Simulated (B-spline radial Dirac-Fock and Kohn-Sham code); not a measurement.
Method: a relativistic independent-particle model: LDA orbitals of the hole state, radiative multipoles to third order, Auger rates from the Coulomb interaction with a continuum orbital, Dirac-Fock energies. Computed with a radial finite-basis atomic code.

Q: A single inner-shell vacancy in a neutral atom gives this computed emission spectrum. Which element, which hole, and which lines?

```tsv
energy (eV)	relative intensity
1647.0	3.1
1873.8	100.0
1966.0	0.5
2012.0	0.1
```

A: Strontium (Z = 38), hole in L2 (2p1/2). In order of rising energy the lines are Lη (L2-M1), Lβ1 (L2-M4), Lγ5 (L2-N1), L2-O1.
